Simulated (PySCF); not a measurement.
MoO₄, charge -2, singlet, geometry from GFN2-xTB (such geometries of metal compounds can be far from the true shape) (core potentials on Mo) (in this run its highest filled SCF level lies above zero, so its values depend strongly on the basis, on diffuse functions most of all); B3LYP/def2-SVP in PySCF.

The PySCF input:
```python
from pyscf import gto, scf, dft

mol = gto.M(
    atom='''
Mo    0.00000000   -0.00000000    0.00000000
O     1.39196717   -0.30250817   -0.96057373
O     0.47788879    0.29669542    1.62338530
O    -0.83104508    1.37333660   -0.61245111
O    -1.03881088   -1.36752385   -0.05036046
''',
    basis='def2-svp',
    ecp={'Mo': 'def2-svp'},
    charge=-2,
    verbose=4,
)

mf = dft.RKS(mol)
mf.xc = 'b3lyp'
mf.diis_space = 20
mf.kernel()
```

Problem. Predict the main parts of the log of this PySCF run.

Solution. 
```
PySCF version 2.14.0

[INPUT] verbose = 4
[INPUT] num. atoms = 5
[INPUT] num. electrons = 48
[INPUT] charge = -2
[INPUT] spin (= nelec alpha-beta = 2S) = 0
[INPUT] symmetry False subgroup None
[INPUT] Mole.unit = angstrom
[INPUT] Symbol           X                Y                Z      unit          X                Y                Z       unit  Magmom
[INPUT]  1 Mo     0.000000000000   0.000000000000   0.000000000000 AA    0.000000000000   0.000000000000   0.000000000000 Bohr   0.0
[INPUT]  2 O      1.391967170000  -0.302508170000  -0.960573730000 AA    2.630436725686  -0.571657591743  -1.815221272152 Bohr   0.0
[INPUT]  3 O      0.477888790000   0.296695420000   1.623385300000 AA    0.903078931100   0.560673086213   3.067753611645 Bohr   0.0
[INPUT]  4 O     -0.831045080000   1.373336600000  -0.612451110000 AA   -1.570447598367   2.595230050841  -1.157364862586 Bohr   0.0
[INPUT]  5 O     -1.038810880000  -1.367523850000  -0.050360460000 AA   -1.963068058418  -2.584245545311  -0.095167476907 Bohr   0.0

nuclear repulsion = 210.414390792091
number of shells = 35
number of NR pGTOs = 153
number of NR cGTOs = 87
basis = def2-svp
ecp = {'Mo': 'def2-svp'}

******** <class 'pyscf.dft.rks.RKS'> ********
method = RKS
initial guess = minao
damping factor = 0
level_shift factor = 0
DIIS = <class 'pyscf.scf.diis.CDIIS'>
diis_start_cycle = 1
diis_space = 20
diis_damp = 0
SCF conv_tol = 1e-09
SCF conv_tol_grad = None
SCF max_cycles = 50
direct_scf = True
direct_scf_tol = 1e-13
XC library pyscf.dft.libxc version 7.1.2
    S. Lehtola, C. Steigemann, M. J. T. Oliveira, and M. A. L. Marques,  SoftwareX 7, 1–5 (2018)
XC functionals = b3lyp
    P. J. Stephens, F. J. Devlin, C. F. Chabalowski, and M. J. Frisch,  J. Phys. Chem. 98, 11623 (1994)
radial grids:
    Treutler-Ahlrichs [JCP 102, 346 (1995); DOI:10.1063/1.469408] (M4) radial grids

becke partition: Becke, JCP 88, 2547 (1988); DOI:10.1063/1.454033
pruning grids: <function nwchem_prune>
grids dens level: 3
symmetrized grids: False
atomic radii adjust function: <function treutler_atomic_radii_adjust>
small_rho_cutoff = 0
Set gradient conv threshold to 3.16228e-05
Initial guess from minao.
tot grids = 78768
init E= -361.344286748865
  HOMO = -0.636717792810531  LUMO = -0.333398113313866  gap/eV = 8.25375
cycle= 1 E= -368.251220910259  delta_E= -6.91  |g|= 1.97  |ddm|= 3.42
  HOMO = 0.358531187882569  LUMO = 0.367717867985851  gap/eV = 0.24998
cycle= 2 E= -364.796237087505  delta_E= 3.45  |g|= 4.52  |ddm|= 6.56
  HOMO = 0.186144761745275  LUMO = 0.339636031688592  gap/eV = 4.17671
cycle= 3 E= -368.85287282583  delta_E= -4.06  |g|= 0.685  |ddm|= 5.43
  HOMO = 0.11636368764626  LUMO = 0.324532189075988  gap/eV = 5.66455
cycle= 4 E= -368.968032978573  delta_E= -0.115  |g|= 0.147  |ddm|= 0.943
  HOMO = 0.138868437384436  LUMO = 0.330551215779611  gap/eV = 5.21595
cycle= 5 E= -368.973408748078  delta_E= -0.00538  |g|= 0.0117  |ddm|= 0.165
  HOMO = 0.138313338482574  LUMO = 0.330464144369554  gap/eV = 5.22869
cycle= 6 E= -368.97343498206  delta_E= -2.62e-05  |g|= 0.00131  |ddm|= 0.00768
  HOMO = 0.138138149849266  LUMO = 0.330413335126295  gap/eV = 5.23207
cycle= 7 E= -368.973435282322  delta_E= -3e-07  |g|= 0.000346  |ddm|= 0.00142
  HOMO = 0.138131627195996  LUMO = 0.330410530408258  gap/eV = 5.23218
cycle= 8 E= -368.973435294884  delta_E= -1.26e-08  |g|= 0.000241  |ddm|= 0.000416
  HOMO = 0.138115194456962  LUMO = 0.330407175682964  gap/eV = 5.23253
cycle= 9 E= -368.973435306777  delta_E= -1.19e-08  |g|= 3.6e-06  |ddm|= 0.000183
  HOMO = 0.138115209023955  LUMO = 0.330407238806139  gap/eV = 5.23253
cycle= 10 E= -368.973435306782  delta_E= -4.66e-12  |g|= 4.23e-07  |ddm|= 9.98e-06
  HOMO = 0.138115320984221  LUMO = 0.33040726642378  gap/eV = 5.23253
Extra cycle  E= -368.973435306783  delta_E= -1.48e-12  |g|= 7.22e-07  |ddm|= 9.55e-07
converged SCF energy = -368.973435306783
```
